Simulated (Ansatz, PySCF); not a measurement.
Reaction (SMILES): CCOC=O → [CH3] (CH3) + [CH2]OC=O (the C-C bond at the site shown breaks; other sites are not compared here)
Each molecule is optimised on its own at B3LYP-D3(BJ)/def2-TZVP (Ansatz, an electronic-structure program), one conformer each, not searched for the lowest.

Wanted: bond dissociation energy (0 K, with B3LYP-D3(BJ) harmonic zero-point energies from PySCF), in kcal/mol. Valence correlation only, unless marked. UHF or UKS for open shells. No spin-orbit coupling. No relativistic terms. Basis-set limits of correlation are two-point, X^-3; Hartree-Fock from the larger set. [CCSD(T)-MP2]/basis is that difference in the basis named.

RI-MP2/CBS(cc-pVTZ,cc-pVQZ)+[CCSD(T)-MP2]/cc-pVTZ (Ansatz) gives 89.5 kcal/mol.

Another calculation gave 78.2 kcal/mol. Which level was it?
(A) BLYP/def2-TZVPD (Ansatz)
(B) SVWN5/def2-TZVPD (Ansatz)
(C) PBE-QIDH/def2-TZVPD (Ansatz)
(D) PBE/def2-TZVPD (Ansatz)

A, BLYP/def2-TZVPD (Ansatz). The others give 101.9 (SVWN5), 84.5 (PBE), 88.2 (PBE-QIDH) kcal/mol.
